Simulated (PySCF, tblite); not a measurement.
Isomers of C3H8O4S2Si, one GFN2-xTB conformer each. Single-point energies are computed at PBE0/pcSseg-1 (PySCF, gas phase, no added dispersion term), electronic only.

```
                          SMILES  GFN2-xTB relative energy (kcal/mol)
        CS(=O)(=O)COC(=S)O[SiH3]                                  8.5
O=S(=O)(O)[C@@H]1CS[C@H]1O[SiH3]                                  0.0
```

Conformers: `[CH3:1][S:2](=[O:3])(=[O:4])[CH2:5][O:6][C:7](=[S:8])[O:9][SiH3:10]` with C1–S2–C5–O6 -65°, S2–C5–O6–C7 -74°, C5–O6–C7–S8 161°, O6–C7–O9–Si10 167°; `[O:1]=[S:2](=[O:3])([OH:4])[C@@H:5]1[CH2:6][S:7][C@H:8]1[O:9][SiH3:10]` with O1–S2–O4–H -7°, O1–S2–C5–C6 180°, S7–C8–O9–Si10 -73°, S2–C5–C6–S7 -125°, C5–C6–S7–C8 9°, C6–S7–C8–O9 -127°, S2–C5–C8–S7 126°.

Problem. What does PBE0/pcSseg-1 give for the same structures?

Solution. 
```csv
SMILES,PBE0/pcSseg-1 E (Eh),PBE0/pcSseg-1 (kcal/mol),GFN2-xTB (kcal/mol),point group
CS(=O)(=O)COC(=S)O[SiH3],-1504.90394,0.0,8.5,C1
O=S(=O)(O)[C@@H]1CS[C@H]1O[SiH3],-1504.89371,6.4,0.0,C1
```

GFN2-xTB puts O=S(=O)(O)[C@@H]1CS[C@H]1O[SiH3] lowest instead. As drawn, the lower has a C=S bond, which the higher lacks; the higher has a four-membered ring and an O–H bond, which the lower lacks.

Problem. Which frontier levels, dipoles and rotational constants go with these structures?

Solution. 
```tsv
SMILES	HOMO (eV, PBE0/pcSseg-1)	LUMO (eV)	dipole (D)	A, B, C (MHz)
CS(=O)(=O)COC(=S)O[SiH3]	-6.86	-1.12	2.21	1432, 612.7, 514.7
O=S(=O)(O)[C@@H]1CS[C@H]1O[SiH3]	-6.99	-0.68	2.68	1431, 567.5, 456.8
```

Problem. What happens when harmonic zero-point energies from GFN2-xTB frequencies are added?

Solution. 
```
                          SMILES  ZPE (kcal/mol)  electronic (kcal/mol)  with ZPE (kcal/mol)
        CS(=O)(=O)COC(=S)O[SiH3]            70.5                    0.0                  0.0
O=S(=O)(O)[C@@H]1CS[C@H]1O[SiH3]            70.9                    6.4                  6.9
```

The zero-point energies span 0.4 kcal/mol. The order is unchanged.

Problem. As an exercise, what shares would exp(−E/RT) give at 2000 K from these electronic energies alone (no entropy, no degeneracies)?

Solution. RT = 3.974 kcal/mol: CS(=O)(=O)COC(=S)O[SiH3] 83.4 %, O=S(=O)(O)[C@@H]1CS[C@H]1O[SiH3] 16.6 %.
